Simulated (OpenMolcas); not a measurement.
**Ti3+: moving or changing the point charges**

Ti3+ among 6 point charges of -1.5 e arranged as a trigonal antiprism (D3d), 1.73 Å from the ion, with a polar angle of 56.4° against the regular 54.74°.

```
Program             : OpenMolcas
Method              : SS-CASPT2, IPEA 0.25 Eh, imaginary shift 0.1 Eh (closed shells correlated: 3s 3p)
Basis               : ANO-RCC-VDZP [5s4p2d1f]
Scalar Hamiltonian  : DKH2, point nucleus
Active space        : 1 electron in 5 orbitals (3d)
State averaging     : 2S+1 = 2 even, 5 roots
Spin-orbit coupling : RASSI with atomic mean-field integrals over the reference wave functions
```

Runs around this geometry, states (labels of D3, the rotations of D3d). Energies in cm-1 above the lowest state or level, χT in cm3 K/mol.

```csv
R (Å),q (e),Polar angle / regular,Ground state,First state of that spin,First gap with spin-orbit (degeneracies),χT at 300 K
1.73,-1.5,0.95,2E,2A1 2150,"180 (2, 2)",0.462
1.73,-0.98,1.03,2A1,2E 770,"740 (2, 2)",0.433
1.73,-1.5,1.03,2A1,2E 1540,"1500 (2, 2)",0.409
1.82,-1.5,1.03,2A1,2E 1170,"1130 (2, 2)",0.418
```

Taking the first state of the same spin as R^-n, n = -ln(1170 / 1540) / ln(1.82 / 1.73) = 5.4 between the shortest and longest distance.

Scaling the charges by -0.98 / -1.5 = 0.65 scales the first state of the same spin by 770 / 1540 = 0.50; with fixed orbitals a first-order splitting would follow the charge.

The ground state changes within this set.

Roots that are degenerate in the reference are averaged as groups; the widest CASPT2 spread within a group is 84 cm-1 (the 2-fold group of multiplicity 2 near 13000 cm-1 above the lowest state of its run, R = 1.73, q = -1.5, ratio = 1.03). Shifts and gaps below about the spread of the groups concerned are not significant. Free-ion shares, where given, are those of the reference states; single-state CASPT2 does not remix them. An orbital doublet at a regular site is open to a Jahn-Teller distortion, which this geometry leaves out (holds for R = 1.73, q = -1.5, ratio = 0.95). This is an electrostatic model: the charges have no orbitals. No measured value stands beside these numbers.
